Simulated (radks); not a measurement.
Problem. Species: Xe20+. Configuration: [Ar] 3d10 4s2 4p4. Method: Dirac Kohn-Sham, PBE, spin-unpolarised, spherical densities, finite nucleus; open shells fill j = l - 1/2 first; Fermi nuclear charge, rms radius 4.7859 fm; computed with a radial shooting solver on a logarithmic mesh with Libxc functionals. Some entries of the table are withheld. Estimate them.

| orbital | occ. | eigenvalue (hartree) | r(max) (bohr) |
|---|---|---|---|
| 1s1/2 | 2 | -1282.947 | 0.01715 |
| 2s1/2 | 2 | -216.9977 | 0.09706 |
| 2p1/2 | 2 | (1) | (2) |
| 2p3/2 | 4 | (3) | (4) |
| 3s1/2 | 2 | -59.80323 | 0.2777 |
| 3p1/2 | 2 | -54.91496 | 0.2640 |
| 3p3/2 | 4 | -52.59297 | 0.2746 |
| 3d3/2 | 4 | (5) | 0.2218 |
| 3d5/2 | 6 | (6) | 0.2248 |
| 4s1/2 | 2 | -24.57333 | 0.6281 |
| 4p1/2 | 2 | -22.69614 | 0.6342 |
| 4p3/2 | 2 | -22.08247 | 0.6528 |
| 4d3/2 | 0 | -18.96181 | 0.6567 |
| 4d5/2 | 0 | -18.83797 | 0.6620 |
| 5s1/2 | 0 | -13.29681 | 1.178 |

Solution. 
(1) 2p1/2 eigenvalue (hartree): -205.1937
(2) 2p1/2 r(max) (bohr): 0.07435
(3) 2p3/2 eigenvalue (hartree): -193.2432
(4) 2p3/2 r(max) (bohr): 0.07923
(5) 3d3/2 eigenvalue (hartree): -44.06937
(6) 3d5/2 eigenvalue (hartree): -43.57179
